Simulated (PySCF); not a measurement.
A calculated (PBE0, PySCF 2.14, aug-cc-pwCVTZ, no relativity, point nucleus) atom or ion has these occupied shells.

| shell | electrons | orbital energy (eV) | rms radius, mean of both spins (bohr) |
| --- | --- | --- | --- |
| 1s α | 1 | -678.10 | 0.205 |
| 1s β | 1 | -676.69 | 0.205 |
| 2s α | 1 | -35.418 | 1.09 |
| 2p α | 3 | -15.008 | 1.27 |
| 2p β | 3 | -12.363 | 1.27 |

Q: Name the element and its charge.

A: F (fluorine, neutral), in [He] 2s1 2p6, 2S determinant (an excited configuration).
